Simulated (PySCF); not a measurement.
Computed properties of BeClH2N, SMILES [NH2][Be][Cl]

Be(Cl)(NH2) (BeClH2N), SMILES [NH2][Be][Cl]. Coordinates come from a PBE0-D3(BJ)/def2-TZVP optimisation. Other conformers were not sampled. All values are computed for the isolated molecule unless a solvent is named; none is compared with measurement here.

**Structure.** The optimised structure has C2v symmetry. All 9 harmonic modes at PBE0-D3(BJ)/def2-TZVP (PySCF) are real, so it is a minimum. With heavy atoms numbered as in [Be:1]([Cl:2])[NH2:3], the shortest bond between them is Be1–N3 at 1.497 Å and the longest Be1–Cl2 at 1.819 Å.

**Vibrations.** The strongest infrared lines (harmonic, unscaled, degenerate partners summed) lie at 1319 cm⁻¹ (343 km/mol, Be 77 %, N 14 %), 353 cm⁻¹ (208 km/mol, H 70 %, N 23 %), 1571 cm⁻¹ (116 km/mol, H 86 %, N 12 %). The softest mode is at 222 cm⁻¹ and the zero-point energy is 17.5 kcal/mol.

**Electronic structure.** r2SCAN/def2-TZVPD (PySCF) places the frontier levels at -6.49 and -0.44 eV, a gap of 6.05 eV, and gives a dipole moment of 2.17 D and a mean polarisability of 38.9 bohr³.

**Excitations.** TDA-ωB97X/def2-TZVPD (PySCF) has S1 at 6.21 eV (200 nm, f = 0.068, bright); the most intense of the 10 singlets computed lies at 8.90 eV (f = 0.36). T1 (TDA) is at 5.95 eV, 0.26 eV under S1. No vertical singlet excitation falls in the visible range (under 3.1 eV).

**NMR.** GIAO shifts at PBE0/pcSseg-2 (PySCF) (non-relativistic, atoms alike by connectivity averaged): ¹H at 0.8 ppm against TMS. Without spin–orbit terms, shifts of atoms bonded to Cl or Br come out too high.
